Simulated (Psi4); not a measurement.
CdI2 (SMILES [I][Cd][I]), singlet, at a GFN2-xTB geometry (such geometries of metal compounds can be far from the true shape) (core potentials on Cd, I). Base run: SVWN/def2-SVP in Psi4.

Psi4 was given this input:
```
memory 2 GB

molecule mol {
0 1
Cd   -0.452711    0.220262    0.313136
I     0.020976    1.798468   -1.743063
I     0.389026   -1.997951    1.459468
}

set {
  basis def2-svp
  reference rks
}

energy('svwn')
print_variables()
```

The base run was repeated with changes; each row names its change, and settings that it needs were set with it.

```json
[
 {"change": "base", "basis functions": "83", "E (Eh)": "-763.51716", "dipole (D)": "1.64", "core-seconds (rough)": "5"},
 {"change": "basis = def2-SV(P)", "basis functions": "76", "E (Eh)": "-763.51675", "dipole (D)": "1.64", "core-seconds (rough)": "4"},
 {"change": "basis = def2-SVPD", "basis functions": "104", "E (Eh)": "-763.52075", "dipole (D)": "1.56", "core-seconds (rough)": "6"},
 {"change": "basis = def2-TZVP", "basis functions": "140", "E (Eh)": "-763.57910", "dipole (D)": "1.58", "core-seconds (rough)": "7"},
 {"change": "basis = def2-TZVPP", "basis functions": "156", "E (Eh)": "-763.57992", "dipole (D)": "1.58", "core-seconds (rough)": "8"},
 {"change": "basis = def2-TZVPD", "basis functions": "158", "E (Eh)": "-763.57935", "dipole (D)": "1.54", "core-seconds (rough)": "8"},
 {"change": "basis = def2-QZVP", "basis functions": "236", "E (Eh)": "-763.58712", "dipole (D)": "1.55", "core-seconds (rough)": "20"},
 {"change": "basis = def2-QZVPP", "basis functions": "252", "E (Eh)": "-763.58731", "dipole (D)": "1.55", "core-seconds (rough)": "20"}
]
```

Totals compare only among sets that treat the same electrons; sets with core potentials leave the core out.
